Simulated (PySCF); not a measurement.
C11H12.
Cartesian coordinates in Å at the GFN2-xTB level; atoms count from 1:
```xyz
23
C11H12 angstrom
C     -0.932    3.221    0.302
C     -0.469    2.129    0.116
C      0.082    0.840   -0.090
C      1.459    0.664    0.034
C      2.039   -0.580   -0.150
C      3.518   -0.774    0.001
C      1.215   -1.655   -0.463
C     -0.152   -1.485   -0.591
C     -0.743   -0.243   -0.413
C     -2.230   -0.070   -0.522
C     -2.877   -0.064    0.865
H     -1.337    4.175    0.465
H      2.075    1.518    0.278
H      4.042    0.178   -0.050
H      3.901   -1.431   -0.777
H      3.738   -1.233    0.966
H      1.650   -2.634   -0.609
H     -0.774   -2.334   -0.838
H     -2.455    0.874   -1.022
H     -2.651   -0.885   -1.115
H     -3.955    0.051    0.780
H     -2.667   -0.995    1.386
H     -2.484    0.761    1.456
```

Mayer bond orders were computed from the PBE0/pcSseg-1 density (PySCF). The structure is a single GFN2-xTB conformer in the gas phase; no vibrational or solvent corrections.

Problem. Rank these bonds by Mayer order, highest first.
A. C1–C2
B. C5–C7
C. C2–C3
D. C9–C10

Solution. A (2.33), B (1.40), D (1.09), C (1.00).

Problem. Set the orders of all bonds between heavy atoms beside their lengths and the difference of the ESP-fitted charges at their ends.

Solution. 
| bond | Mayer order | length (Å) | q(first) − q(second) (e) |
| --- | --- | --- | --- |
| C1–C2 | 2.325 | 1.201 | -0.325 |
| C7–C8 | 1.448 | 1.383 | -0.305 |
| C8–C9 | 1.428 | 1.386 | +0.154 |
| C4–C5 | 1.416 | 1.385 | -0.959 |
| C3–C4 | 1.399 | 1.394 | +0.813 |
| C5–C7 | 1.395 | 1.390 | +0.856 |
| C9–C3 | 1.339 | 1.400 | -0.558 |
| C9–C10 | 1.091 | 1.501 | -0.442 |
| C5–C6 | 1.071 | 1.499 | +1.019 |
| C10–C11 | 1.032 | 1.530 | +0.392 |
| C2–C3 | 1.004 | 1.417 | -0.377 |

For a closed shell the Mayer order of atoms A and B is Σ (PS)μν (PS)νμ over the basis functions μ on A and ν on B, with P the density and S the overlap matrix.

These values come from a run that also computed NMR shieldings. The run took 51 s on one thread, x86-64 server, shared host.
